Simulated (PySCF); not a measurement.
## Radial density of Cl³⁺ (chlorine, charge +3)

UHF, [Ne] 3s2 3p2, high-spin 3P determinant. Computed with PySCF 2.14 in jorge-DZP-DKH (7s4p1d, 24 functions), with scalar relativity by spin-free X2C-1e.

```csv
r (bohr),4πr²ρ (e/bohr),4πr²(ρα − ρβ)
0.00129,0.07996,0.0000
0.00217,0.2135,0.0000
0.00365,0.5452,0.0000
0.00614,1.362,0.0000
0.0103,3.240,0.0002
0.0174,7.056,0.0006
0.0292,13.15,0.0031
0.0491,18.90,0.0157
0.0826,18.27,0.0695
0.139,13.26,0.2199
0.234,16.91,0.3738
0.393,17.55,0.1429
0.661,5.775,0.1597
1.11,3.404,1.4317
1.87,1.765,0.9558
3.15,0.09259,0.0539
5.29,0.0004547,0.0004
```

Densities and radii are taken from the X2C orbitals without a picture-change correction, which distorts them close to the nucleus.
